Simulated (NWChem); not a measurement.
System: CH$_{6}$O$_{2}$Si; SMILES OC[SiH2]O

Here is an NWChem input.

```
start job
memory heap 200 mb stack 900 mb global 1100 mb
geometry units angstroms noautoz
  O     -0.667778    -1.548971     0.216197
  C      0.564581    -1.064874    -0.291921
  Si     0.533638     0.784649     0.136495
  O     -1.035499     1.260687    -0.155629
  H     -0.765340    -2.478138    -0.015126
  H      0.638336    -1.192017    -1.390525
  H      1.438920    -1.578639     0.153793
  H      1.459148     1.566724    -0.731700
  H      0.929682     0.977632     1.565848
  H     -1.625299     0.503758    -0.031943
end
basis spherical
  * library def2-svp
end
dft
  xc becke97-d
  disp vdw 2
  iterations 150
  mulliken
end
task dft energy
```

NWChem printed, in part:

```
             Northwest Computational Chemistry Package (NWChem) 7.3.0
             --------------------------------------------------------

 C1  symmetry detected

                             Geometry "geometry" -> ""
                             -------------------------

 Output coordinates in angstroms (scale by  1.889725989 to convert to a.u.)

  No.       Tag          Charge          X              Y              Z
 ---- ---------------- ---------- -------------- -------------- --------------
    1 O                    8.0000    -0.61332263    -1.56606034     0.21472771
    2 C                    6.0000     0.60512030    -1.05298547    -0.29849109
    3 Si                  14.0000     0.53185424     0.79546927     0.12938762
    4 O                    8.0000    -1.04932768     1.23387715    -0.15662251
    5 H                    1.0000    -0.68965358    -2.49739117    -0.01587250
    6 H                    1.0000     0.67749462    -1.17883146    -1.39733623
    7 H                    1.0000     1.49321848    -1.54558455     0.14390229
    8 H                    1.0000     1.43500403     1.59896879    -0.74278301
    9 H                    1.0000     0.92889481     0.99847228     1.55707521
   10 H                    1.0000    -1.62043705     0.46317462    -0.03030756

 Effective nuclear repulsion energy (a.u.)     178.9516461150

                                 NWChem DFT Module
                                 -----------------

 Summary of "ao basis" -> "ao basis" (spherical)
 ------------------------------------------------------------------------------
       Tag                 Description            Shells   Functions and Types
 ---------------- ------------------------------  ------  ---------------------
 O                          def2-svp                 6       14   3s2p1d
 C                          def2-svp                 6       14   3s2p1d
 Si                         def2-svp                 8       18   4s3p1d
 H                          def2-svp                 3        5   2s1p

            General Information
            -------------------
          SCF calculation type: DFT
          Wavefunction type:  closed shell.
          No. of atoms     :    10
          No. of electrons :    42
           Alpha electrons :    21
            Beta electrons :    21
          Charge           :     0
          Spin multiplicity:     1
          Use of symmetry is: off; symmetry adaption is: off
          Maximum number of iterations: 150
          AO basis - number of functions:    90
                     number of shells:    44
          Convergence on energy requested:  1.00D-06
          Convergence on density requested:  1.00D-05
          Convergence on gradient requested:  5.00D-04

              XC Information
              --------------
                   Becke 97-D Method XC Functional
                  Becke 1997-D Exchange Functional  1.000
                Becke 1997-D Correlation Potential  1.000

             Grid Information
             ----------------
          Grid used for XC integration:  medium
          Radial quadrature: Mura-Knowles
          Angular quadrature: Lebedev.
          Tag              B.-S. Rad. Rad. Pts. Rad. Cut. Ang. Pts.
          ---              ---------- --------- --------- ---------
          O                   0.60       49          10.0       434
          C                   0.70       49           8.0       434
          Si                  1.10       88          10.0       590
          H                   0.35       45          12.0       434
          Grid pruning is: on
          Number of quadrature shells:   505
          Spatial weights used:  Erf1

      Superposition of Atomic Density Guess
      -------------------------------------

 Sum of atomic energies:        -478.74133665

      Non-variational initial energy
      ------------------------------

 Total energy =    -480.348255
 1-e energy   =   -1015.428382
 2-e energy   =     356.128481
 HOMO         =      -0.334655
 LUMO         =       0.040498

     ---------------------------------------------
      Total Density - Mulliken Population Analysis
     ---------------------------------------------

    Atom       Charge   Shell Charges
 -----------   ------   -------------------------------------------------------
    1 O    8     8.61   1.99  1.09  0.65  3.00  1.86  0.01
    2 C    6     6.09   1.99  0.94  0.27  1.87  0.97  0.04
    3 Si  14    13.16   2.00  1.99  0.96  0.22  5.94  1.04  0.79  0.23
    4 O    8     8.78   1.99  1.11  0.64  3.10  1.95  0.01
    5 H    1     0.67   0.54  0.07  0.06
    6 H    1     0.91   0.68  0.20  0.02
    7 H    1     0.91   0.68  0.20  0.02
    8 H    1     1.10   0.70  0.39  0.01
    9 H    1     1.11   0.71  0.39  0.01
   10 H    1     0.66   0.52  0.08  0.06

   convergence    iter        energy       DeltaE   RMS-Dens  Diis-err
 ---------------- ----- ----------------- --------- --------- ---------
 d= 0,ls=0.0,diis     1   -481.2363545822 -6.60D+02  1.79D-02  7.05D-01
 d= 0,ls=0.0,diis     2   -481.1143791762  1.22D-01  1.19D-02  1.99D+00
 d= 0,ls=0.0,diis     3   -481.3122680295 -1.98D-01  1.89D-03  5.67D-02
 d= 0,ls=0.0,diis     4   -481.3169854316 -4.72D-03  7.62D-04  8.84D-03
 d= 0,ls=0.0,diis     5   -481.3176589396 -6.74D-04  2.62D-04  1.53D-03
  Resetting Diis
 d= 0,ls=0.0,diis     6   -481.3178053315 -1.46D-04  2.42D-05  3.87D-06
 d= 0,ls=0.0,diis     7   -481.3178057618 -4.30D-07  1.35D-05  3.76D-07
 d= 0,ls=0.0,diis     8   -481.3178057498  1.19D-08  7.14D-06  5.17D-07

         Total DFT energy =     -481.317805749841
      One electron energy =    -1019.501904260752
           Coulomb energy =      404.962988255754
    Exchange-Corr. energy =      -45.722613982340
 Nuclear repulsion energy =      178.951646115032

    Dispersion correction =       -0.007921877535

 Numeric. integr. density =       42.000010028777

                       DFT Final Molecular Orbital Analysis
                       ------------------------------------

 Vector   19  Occ=2.000000D+00  E=-2.625547D-01
              MO Center=  1.2D-01,  3.0D-01, -1.8D-01, r^2= 3.4D+00
   Bfn.  Coefficient  Atom+Function         Bfn.  Coefficient  Atom+Function
  ----- ------------  ---------------      ----- ------------  ---------------
    52     -0.282001   4 O  pz               19      0.278845   2 C  py
    76     -0.226139   8 H  s                37     -0.219280   3 Si py
    77     -0.214655   8 H  s                55     -0.198764   4 O  pz
     3     -0.168557   1 O  s                51      0.167843   4 O  py
    22      0.146381   2 C  py                5     -0.142283   1 O  py

 Vector   20  Occ=2.000000D+00  E=-2.419546D-01
              MO Center= -2.6D-01,  5.7D-02,  1.1D-01, r^2= 3.4D+00
   Bfn.  Coefficient  Atom+Function         Bfn.  Coefficient  Atom+Function
  ----- ------------  ---------------      ----- ------------  ---------------
    52      0.380476   4 O  pz               55      0.285812   4 O  pz
    19      0.217081   2 C  py                6      0.207003   1 O  pz
    81     -0.188884   9 H  s                 4      0.184264   1 O  px
    82     -0.179416   9 H  s                71     -0.175691   7 H  s
     5     -0.158164   1 O  py                9      0.157313   1 O  pz

 Vector   21  Occ=2.000000D+00  E=-2.367085D-01
              MO Center= -2.3D-01, -9.0D-01,  7.2D-02, r^2= 2.8D+00
   Bfn.  Coefficient  Atom+Function         Bfn.  Coefficient  Atom+Function
  ----- ------------  ---------------      ----- ------------  ---------------
     6      0.462250   1 O  pz                9      0.349555   1 O  pz
    66      0.219382   6 H  s                52     -0.218248   4 O  pz
     4      0.194134   1 O  px               20     -0.169952   2 C  pz
    55     -0.161112   4 O  pz               67      0.155162   6 H  s
    82      0.145532   9 H  s                71     -0.144553   7 H  s

 Vector   22  Occ=0.000000D+00  E= 6.080959D-04
              MO Center= -5.3D-02, -6.6D-01,  1.6D-02, r^2= 5.5D+00
   Bfn.  Coefficient  Atom+Function         Bfn.  Coefficient  Atom+Function
  ----- ------------  ---------------      ----- ------------  ---------------
    62     -0.688790   5 H  s                39      0.656223   3 Si px
     3      0.636139   1 O  s                49      0.484295   4 O  s
    77     -0.268773   8 H  s                87     -0.264973  10 H  s
    67     -0.261075   6 H  s                40     -0.245602   3 Si py
    23     -0.222777   2 C  pz                2      0.195020   1 O  s

 Vector   23  Occ=0.000000D+00  E= 3.001517D-02
              MO Center=  5.8D-01, -3.2D-01, -1.3D-01, r^2= 6.3D+00
   Bfn.  Coefficient  Atom+Function         Bfn.  Coefficient  Atom+Function
  ----- ------------  ---------------      ----- ------------  ---------------
    17      1.741695   2 C  s                40      0.965507   3 Si py
    67     -0.743385   6 H  s                72     -0.578839   7 H  s
    62     -0.567433   5 H  s                32     -0.408957   3 Si s
    49     -0.342036   4 O  s                77     -0.279417   8 H  s
    39     -0.255228   3 Si px                3      0.219723   1 O  s

 Vector   24  Occ=0.000000D+00  E= 6.258446D-02
              MO Center=  4.9D-01,  3.8D-02, -2.9D-02, r^2= 5.8D+00
   Bfn.  Coefficient  Atom+Function         Bfn.  Coefficient  Atom+Function
  ----- ------------  ---------------      ----- ------------  ---------------
    82     -0.979558   9 H  s                17      0.968591   2 C  s
    39      0.912257   3 Si px               41      0.763923   3 Si pz
    62      0.619583   5 H  s                40      0.599504   3 Si py
    72     -0.491130   7 H  s                77     -0.440371   8 H  s
     3     -0.412951   1 O  s                31      0.343981   3 Si s

     ---------------------------------------------
      Total Density - Mulliken Population Analysis
     ---------------------------------------------

[...]
```

Level: B97-D/def2-SVP. Geometry: optimised at PBE0/def2-SVP.
